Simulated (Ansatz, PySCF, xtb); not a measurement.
Energy difference 2 R1 + 3 R2 → 9 P1, each structure at its B3LYP-D3(BJ)/def2-SVP stationary point, reached from a drawn start (curvature not checked).
R1, O9W3 (SMILES [O][W]1([O])[O][W]([O])([O])[O][W]([O])([O])[O]1) (charge 0, multiplicity 1, Z-matrix in Å and degrees):
```
O
W 1 1.9130
O 2 1.7092 1 111.65
O 2 1.7092 3 107.87 1 123.05
W 1 1.9130 2 137.67 3 -119.47
O 5 1.7092 1 111.65 2 119.47
O 5 1.7092 6 107.87 1 -123.05
O 2 1.9131 3 111.66 4 123.06
W 8 1.9130 2 137.66 3 119.51
O 9 1.7092 8 111.66 2 -119.55
O 9 1.7092 10 107.87 8 123.05
O 9 1.9130 10 111.66 11 123.05
```
R2: F6W (SMILES [F][W]([F])([F])([F])([F])[F]), charge 0, multiplicity 1.
P1, F2O2W (SMILES [O][W]([O])([F])[F]) (charge 0, multiplicity 1):
```csv
atom,x (Å),y (Å),z (Å)
W,-0.0031,0.0080,0.0045
O,-0.9698,-1.2049,-0.7004
O,1.6124,-0.4663,-0.2558
F,-0.3304,0.0460,1.8418
F,-0.3093,1.6172,-0.8902
```

P less R. No zero-point or thermal terms; singlets are restricted closed shells; no spin–orbit coupling. The spin states of the d-block species are the ones drawn and need not be the lowest.

Codes used: Ansatz (a first-principles code); PySCF for the D3/D4 terms; xtb for the GFN methods. No computed number here is a measurement. Elements past Kr take the def2 small-core potentials, without spin–orbit coupling.

**Question.** One of these levels gives 12.878 eV for the reaction energy. Which?
A. BLYP-D3(BJ)/def2-TZVPP
B. SVWN5/def2-TZVPP
C. r2SCAN-D3(BJ)/def2-TZVPP
D. GFN2-xTB

**Answer.** D, GFN2-xTB. The others give 5.146 (SVWN5/def2-TZVPP), 2.450 (BLYP-D3(BJ)/def2-TZVPP), 3.487 (r2SCAN-D3(BJ)/def2-TZVPP)
